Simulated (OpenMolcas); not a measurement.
# Tm2+ in KCdF3: curves along the breathing mode

Tm2+ with its 6 nearest fluoride ions, on the Cd site of idealised cubic KCdF3 (a = 4.302 Å, distance in the model lattice 2.151 Å). The rest of the host is ab initio model potentials to 7.6 Å, with orthogonalisation functions on the cations behind the ligands, and point charges beyond; the distance is set by hand and nothing relaxes. Ligand basis ANO-RCC-VDZP.

```json
{
  "Program": "OpenMolcas 26.06",
  "Method": "SS-CASPT2, IPEA 0.25 Eh, imaginary shift 0.1 Eh (closed shells correlated: 5s 5p and the ligand valence shells)",
  "Basis": "ANO-RCC-VDZP [7s6p4d2f1g]",
  "Scalar Hamiltonian": "DKH2, point nucleus",
  "Active space": "13 electrons in 7 orbitals (4f)",
  "State averaging": "2S+1 = 2 odd, 7 roots",
  "Spin-orbit coupling": "RASSI with atomic mean-field integrals over the reference wave functions"
}
```

Spin-free energies (labels of O, the rotations of Oh) in cm-1 above the lowest fitted minimum, as all ligands move together:

| R (Å) | 2T1 | 2T2 | 2A2 |
| --- | --- | --- | --- |
| 2.124 | 50 | 840 | 1320 |
| 2.174 | 1140 | 1830 | 2260 |
| 2.224 | 5610 | 6210 | 6590 |
| 2.274 | 13360 | 13890 | 14260 |
| 2.324 | 24530 | 25000 | 25310 |
| 2.374 | 39210 | 39640 | 39930 |
| 2.424 | 57780 | 58160 | 58420 |

Cubic fits give the following; the wavenumber is harmonic, with the mass of all moving ligands, small differences in it between states hang on the degree of the fit, a number in brackets counts states of one label, and the table is a selection of at most 14 states with clean curves.

```tsv
State	R0 (Å)	Breathing mode (cm-1)	Minimum (cm-1)
2T1	2.130	606	0
2T2	2.132	608	770
2A2	2.133	610	1240
```

For an f ion spin-orbit coupling outweighs the ligand field, so these spin-free curves are not those of observable levels.

Roots that are degenerate in the reference are averaged as groups; the widest CASPT2 spread within a group is 33 cm-1 (the 3-fold group of multiplicity 2 near 532 cm-1 above the lowest state of its run, R = 2.274). Shifts and gaps below about the spread of the groups concerned are not significant. Over all roots computed the reference weight is 0.69 in R = 2.124, 0.69 in R = 2.174, 0.69 in R = 2.224, 0.69 in R = 2.274, 0.69 in R = 2.324, 0.69 in R = 2.374, 0.69 to 0.70 in R = 2.424; a low but even weight reflects the number of correlated electrons. Splittings of an f shell from a small cluster at a set distance can be off by tens of per cent, mostly too small. No measured value stands beside these numbers.
